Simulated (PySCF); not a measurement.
**Unknown compound**

An unknown has the formula C$_{6}$H$_{11}$B. Its calculated NMR data are:

1H NMR (400 MHz, computed): δ 7.17 (m, 1H), 6.85 (ddt, J = 14.9, 12.7, 1.1 Hz, 1H), 6.42 (dt, J = 14.9, 1.3 Hz, 1H), 5.67 (ddt, J = 11.2, 2.1, 1.2 Hz, 1H), 5.64 (ddd, J = 18.1, 2.1, 1.0 Hz, 1H), 1.00 (s, 6H).

13C{1H} NMR (computed): δ 158.1 (CH), 145.5 (CH), 145.0 (CH), 131.8 (CH2), 17.1 (CH3).

- couplings computed with B3LYP/pcJ-1 (spin–dipole term only in couplings to heteroatoms)
- shieldings: GIAO PBE0/pcSseg-1
- structure optimised with PBE0-D3(BJ)/def2-SVP
- program: PySCF 2.14
- a single conformation, no relativistic terms, equivalent nuclei averaged, gas phase

Shifts are taken against calculated references (same method and geometry level): TMS for 1H (31.27 ppm) and 13C (184.41 ppm).

What is the structure?

## Answers


5 carbon signals for 6 carbons: some carbons are equivalent by symmetry or fast rotation. Carbon types of the structure: 3 × CH, 1 × CH2, 2 × CH3, which accounts for all hydrogens. δC 158.1, 145.5, 145.0: alkene CH; as expected for a trigonal carbon in a double bond. δC 131.8: terminal =CH2 carbon; as expected for a trigonal carbon in a double bond. δC 17.1: methyl carbon bonded to B. δH 7.17, 6.85, 6.42: hydrogen on an alkene CH; attached to an sp2 carbon and in the plane of the double bond. δH 5.67, 5.64: hydrogen on a terminal =CH2 carbon; olefinic region. δH 1.00: hydrogen on a methyl carbon bonded to B. The protons at 6.85 and 6.42 share a coupling of 14.9 Hz (vicinal, cis across C=C).

These data were computed for SMILES C=C/C=C\B(C)C.

This is the structure that produced the data.

A carbon bonded to boron is broadened by the quadrupolar boron nucleus and is often missing from a measured spectrum. Splittings below 1 Hz are ignored in the labels, and close J values are merged. Unscaled 3J(H,H) at this level run about 10 % above measured values. Shifts are as computed. Against solution values, carbons near 30 ppm lie about +2 ppm off and those near 130 ppm about +5 ppm. Of 1309 compounds with measured shifts, 239 miss one by over three times the rms of a fit or turn the order of signals round; such compounds aren't used in these exercises.
